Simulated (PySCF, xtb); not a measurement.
Nb(F)5 anion (F5Nb), SMILES [F][Nb]([F])([F])([F])[F] (connectivity only; charge and spin as stated), charge -1, multiplicity 2.

Harmonic wavenumbers (cm⁻¹) from GFN2-xTB (xtb) at its own minimum, in rising order: 39, 81, 159, 175, 191, 236, 248, 261, 309, 389, 427, 477.

Problem. What does PBE0-D3(BJ)/def2-SVPD run with PySCF give at its own minimum? (Estimate from the structure and the level; the computed values follow.)

Solution. 70, 96, 104, 175, 188, 194, 245, 521, 540, 561, 629, 650. Paired by order, the mean absolute difference is 99 cm⁻¹ and the zero-point energies are 4.3 and 5.7 kcal/mol.
